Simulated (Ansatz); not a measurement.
A nudged elastic band was laid between two geometries of AlAsH₄N (7 atoms, charge -1, multiplicity 1).

Theory: Ansatz 0.2.0, RKS B3LYP-D4/def2-SVP.

```yaml
movable_images: 9
climbing_image: yes
spring: 5.0 eV/Å²
optimiser: quadratic models (default)
start_path: IDPP
force_threshold: 0.05 eV/Å
iteration_limit: 48
end_points: relaxed
```

Image 0:

```xyz
7
Properties=species:S:1:pos:R:3
N -1.941 -0.635 -0.664
Al -0.445 0.198 -0.476
As 1.034 -0.695 1.356
H -2.603 -0.335 -1.389
H 0.241 1.466 -1.240
H 1.399 0.694 1.915
H 2.315 -0.694 0.498
```

Image 10:

```xyz
7
Properties=species:S:1:pos:R:3
N -1.945 -0.066 -1.215
Al -0.399 0.345 -0.588
As 0.891 -0.766 1.331
H -2.509 -0.837 -0.847
H 0.444 1.573 -1.210
H 1.300 0.571 1.978
H 2.218 -0.821 0.552
```

(1) What changes between the two ends?

(2) Give the energies along the band, and the barrier.

(3) What is the geometry of the highest image?

Answers

(1) No bond is made or broken. The dihedral H4–N1–Al2–As3 changes from -180 to 0° by way of a nearly straight angle H4–N1–Al2 (up to 173°), not by a turn about the bond.

(2) The forces met the threshold. The highest image is number 4 of 0 to 10, 11.2 kJ/mol above the first end and 14.1 kJ/mol above the last; the last end lies 2.9 kJ/mol below the first. A vibrational analysis at the climbing image gives 2 clearly imaginary modes (371i, 62i cm⁻¹): a point of higher order, so a lower path passes nearby. Limits of this set-up: an anion without diffuse functions.

```tsv
image	path coordinate (Å)	energy (kJ/mol)	angle H4–N1–Al2 (°)
0	0.00	0.0	120
1	0.16	1.1	129
2	0.31	4.6	141
3	0.47	9.0	157
4	0.63	11.2	173
5	0.76	10.0	172
6	0.89	6.4	158
7	1.03	2.2	145
8	1.16	-0.9	134
9	1.29	-2.5	127
10	1.43	-2.9	123
```

(3) 
```xyz
7
Properties=species:S:1:pos:R:3
N -1.885 -0.306 -0.944
Al -0.385 0.286 -0.523
As 0.968 -0.751 1.363
H -2.792 -0.579 -1.278
H 0.448 1.523 -1.162
H 1.363 0.605 1.982
H 2.284 -0.779 0.561
```

Run time: 4.6 min on 1 thread of Arm Neoverse V1, with other jobs on the host, peak memory 0.17 GiB.
